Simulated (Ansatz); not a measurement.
Basis-set series for AlBH8OSi2 (`[AlH2][B]([SiH3])O[SiH3]`). Charge 0, multiplicity 1. The structure was optimised at the PBE0-D4/def2-TZVP level. It is one conformer, not always the lowest.

```json
{"functional": "PBE0-D4", "basis": "def2-SVP", "functions": "122", "energy (Eh)": "-925.49795", "HOMO (eV)": "-6.47", "LUMO (eV)": "-1.60"}
{"functional": "PBE0-D4", "basis": "def2-QZVPP", "functions": "564", "energy (Eh)": "-925.94256", "HOMO (eV)": "-6.46", "LUMO (eV)": "-1.69"}
{"functional": "ωB97M-V", "basis": "def2-SVP", "functions": "122", "energy (Eh)": "-925.85321", "HOMO (eV)": "-8.47", "LUMO (eV)": "0.31"}
{"functional": "ωB97M-V", "basis": "def2-QZVPP", "functions": "564", "energy (Eh)": "-926.30131", "HOMO (eV)": "-8.51", "LUMO (eV)": "0.04"}
```

Give the rows for def2-TZVPP. (An estimate is asked.)

Ansatz gave: 
```json
{"functional": "PBE0-D4", "basis": "def2-TZVPP", "functions": "300", "energy (Eh)": "-925.90911", "HOMO (eV)": "-6.46", "LUMO (eV)": "-1.67"}
{"functional": "ωB97M-V", "basis": "def2-TZVPP", "functions": "300", "energy (Eh)": "-926.26983", "HOMO (eV)": "-8.50", "LUMO (eV)": "0.16"}
```

Positive LUMOs are unbound and depend on the basis.
